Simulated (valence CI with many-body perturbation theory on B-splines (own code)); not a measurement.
# Questions on Pm48+

Method: configuration interaction combined with many-body perturbation theory (CI+MBPT): three valence electrons over a frozen Dirac-Fock core [Ne], radial functions for each j: 9 s, 9 p, 8 d, 6 f, 3 g, 1 h, with the one-electron correlation potential Σ1, the two-electron term Σ2, the three-electron term Σ3, Breit, model QED; selected CI, second order for the rest, scaled by the run's own slope (own B-spline code, finite nucleus).

The last digits are not significant, and no measured levels were compared; by estimate large intervals hold to a few tenths of a per cent, small ones and those within an open d or f shell to about a per cent.

Levels are named by their leading jj configuration (3d3/2^4 stands for four electrons in 3d with j = 3/2), which in mixed levels can hold well under half, so a name can repeat and another be missing.

Rates and lifetimes use the calculated energies. Strong lines usually hold to 10 to 20 %, long lifetimes can be off by a factor of two.

(1) What is the ground level?

(2) Among levels below 620.33 eV, which E1 lines absorb most strongly from the ground level?

(3) What is the ionisation energy?

(4) How well does LS coupling describe the low levels?

(5) What are the static dipole polarisabilities of the lowest levels?

Answers

(1) (3s^2 3p1/2) J=1/2, composition 99 % 3s2 3p 2P°, g = 0.654.

(2) to (3s^2 3d3/2) J=3/2 at 3.782 nm, f = 0.377; to (3s 3p1/2 3p3/2) J=1/2 at 4.328 nm, f = 0.185; to (3s 3p1/2 3p3/2) J=3/2 at 4.456 nm, f = 0.115.

(3) 4166.5 eV; NIST lists 4166 ± 4 eV (theoretical).

(4) Among the lowest 20 levels the leading LS term, summed over configurations, holds 66 % on average. For single configurations the figures are 64 % in LS and 93 % in jj coupling. Terms mix most in the J = 5/2 level at 459.47 eV, where the leading one holds 38 %.

(5) (3s^2 3p1/2) J=1/2 0.00718 bohr³, of which the core gives 0.000108.
